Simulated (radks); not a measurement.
Ca II, configuration [Ar] 4s1. All-electron calculation, Dirac Kohn-Sham, Slater X-alpha with alpha = 0.93, spin-unpolarised, spherical densities, point nucleus. Program: a radial shooting solver on a logarithmic mesh with Libxc functionals. Some entries of the table are withheld. Estimate them.

orbital  occ.  eigenvalue (Ry)  r(max) (bohr)  <r^2> (bohr^2)
1s1/2       2        -294.3653        0.05018        0.007895
2s1/2       2        -32.04982         0.2979          0.1544
2p1/2       2        -26.51499         0.2423             (1)
2p3/2       4        -26.23309         0.2444             (2)
3s1/2       2         -4.27929         0.9776           1.477
3p1/2       2              (3)            (4)           1.756
3p3/2       4              (5)            (6)           1.778
4s1/2       1         -0.71840          2.985           13.18

Answer. 
(1) 2p1/2 <r^2> (bohr^2): 0.1280
(2) 2p3/2 <r^2> (bohr^2): 0.1299
(3) 3p1/2 eigenvalue (Ry): -2.87874
(4) 3p1/2 r(max) (bohr): 1.019
(5) 3p3/2 eigenvalue (Ry): -2.84794
(6) 3p3/2 r(max) (bohr): 1.025
